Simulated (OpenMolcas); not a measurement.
## Ru3+: effect of the active space

| Quantity | Value |
| --- | --- |
| Program | OpenMolcas |
| Method | MS-CASPT2 or its RAS form, IPEA 0.25 Eh, imaginary shift 0.1 Eh |
| Basis | ANO-RCC-VDZP |
| Scalar Hamiltonian | DKH2, point nucleus |
| Spin-orbit coupling | state interaction with AMFI integrals over the reference wave functions, term energies averaged over their components |

A. 5 electrons in 5 orbitals (4d); 2S+1 = 6 even, 1 root; 2S+1 = 4 even, 24 roots; 2S+1 = 2 even, 75 roots; closed shells correlated: 4s 4p; CASPT2 step roughly 6 core-seconds
B. 5 electrons in 9 orbitals (RAS2 4d 5s; RAS3 5p, at most 2 electrons); 2S+1 = 6 even, 6 roots; 2S+1 = 4 even, 74 roots kept (CI in the orbitals of an earlier block); 2S+1 = 2 even, 89 roots kept (CI in the orbitals of an earlier block); 2S+1 = 6 odd, 15 roots; 2S+1 = 4 odd, 15 roots kept (CI in the orbitals of an earlier block); 2S+1 = 2 odd, 9 roots kept (CI in the orbitals of an earlier block, 0 in the spin-orbit step); closed shells correlated: 4s 4p; CASPT2 step roughly 2.2 core-minutes

Energies in cm-1 above 4d5 6S 5/2.

| Level | A | B |
| --- | --- | --- |
| 4d5 6S 5/2 | 0.0 | 0.0 |
| 4d5 4G 5/2 | 24810 | 24780 |
| 4d5 4G 7/2 | 25080 | 25110 |
| 4d5 4G 11/2 | 25180 | 25220 |
| 4d5 4G 9/2 | 25240 | 25290 |
| 4d5 4P 5/2 [65 %] | 26680 | 26470 |
| 4d5 4P 3/2 [72 %] | 27150 | 26970 |
| 4d5 4P 1/2 | 27770 | 27630 |
| 4d5 4D 7/2 | 29760 | 29720 |
| 4d5 4D 1/2 | 30470 | 30500 |
| 4d5 4D 5/2 [70 %] | 30890 | 30900 |
| 4d5 4D 3/2 [71 %] | 30910 | 30960 |
| 4d5 2I 11/2 | 36710 | 36860 |
| 4d5 2I 13/2 | 37280 | 37540 |
| 4d5 2D 5/2(1) [51 %] | 37960 | 37690 |
| 4d5 2D 3/2(1) [66 %] | 39010 | 38770 |
| 4d5 4F 7/2 [54 %] | 40290 | 40120 |
| 4d5 4F 9/2 | 40450 | 40270 |
| 4d5 4F 5/2 | 41010 | 40920 |
| 4d5 2F 7/2(1) [59 %] | 41660 | 41610 |
| 4d5 4F 3/2 [66 %] | 42100 | 42090 |
| 4d5 2H 9/2 [58 %] | 43680 | 43590 |
| 4d5 2G 7/2(1) | 45160 | 45140 |
| 4d5 2H 11/2 | 45560 | 45670 |

Between A and B the level of the table that moves most is 4d5 2D 5/2(1) [51 %], by 270 cm-1 (lowest in B, highest in A). Moves below CASPT2's spread within the term are not significant.

CASPT2 does not keep the components of a term degenerate, so their means are used; among the terms shown or strongly mixed into the levels shown the widest spread is 950 cm-1 (4d5 4F, A). The basis is small and was not contracted for so high a charge. The CASPT2 spread within a term exceeds the gap to the next term for 4d5 4F and 4d5 2F(1), so the order of their levels is uncertain, and so are names and mixing where such terms share a J (figures for A; the like holds for B). Blocks of more than 70 roots (2S+1 = 2 even) ran without multistate coupling (holds for A). Blocks of more than 70 roots (2S+1 = 4 even, 2 even) ran without multistate coupling (holds for B). Some high roots are left out of the spin-orbit mixing, which shifts the levels that they would mix with (holds for B). Terms from blocks run as CI alone lack orbitals of their own (holds for B). Only configurations of the active space appear. Levels that lie high or do not pair safely by name in every column are left out.

A share in square brackets marks a mixed level and gives the weight of the term that names it, the lowest over the columns. A number in round brackets counts repeated terms of one configuration in the order of the reference energies.
